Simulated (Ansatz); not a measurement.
Species: sum formula HSiO2F2, charge 0, multiplicity 2. It need not be the lowest isomer of its formula. 
Structure (B3LYP-D3(BJ)/def2-TZVP (Ansatz, a first-principles code) minimum search):
```
Si
F 1 1.5738
F 1 1.5800 2 106.85
O 1 1.6155 2 107.46 3 123.06
H 4 0.9614 1 120.05 2 -176.79
O 1 1.6504 2 113.29 3 -119.45
```
Charge 0, spin multiplicity 2.

Quantity: atomisation energy (electronic, to ground-state atoms), in kcal/mol. Valence correlation only, unless marked. Open shells are spin-unrestricted. No spin-orbit coupling. Non-relativistic. The coupled-cluster limit lacks core correlation, which all-electron functionals hold. CBS marks a two-point X^-3 extrapolation of the correlation energy; Hartree-Fock from the larger set (for Q and 5 zeta extrapolated as (X+1)exp(-9√X)).

```json
[
 {"level": "PBE0/STO-3G", "program": "Ansatz", "atomisation energy (kcal/mol)": "500.0"},
 {"level": "r2SCAN0-D4/def2-TZVPD", "program": "Ansatz + dftd4", "atomisation energy (kcal/mol)": "[?]"},
 {"level": "LC-wPBE/def2-TZVPD", "program": "Ansatz", "atomisation energy (kcal/mol)": "601.4"},
 {"level": "wB97M-V/def2-TZVPD", "program": "Ansatz", "atomisation energy (kcal/mol)": "[?]"},
 {"level": "SCS-MP2/6-31G*", "program": "Ansatz", "atomisation energy (kcal/mol)": "557.9"},
 {"level": "CCSD/6-31G", "program": "Ansatz", "atomisation energy (kcal/mol)": "410.0"},
 {"level": "CCSD(T)/CBS(cc-pV(Q+d)Z,cc-pV(5+d)Z)", "program": "Ansatz", "atomisation energy (kcal/mol)": "611.0"}
]
```

Fill in the missing entries.


- r2SCAN0-D4/def2-TZVPD, atomisation energy (kcal/mol): 588.4
- wB97M-V/def2-TZVPD, atomisation energy (kcal/mol): 604.0
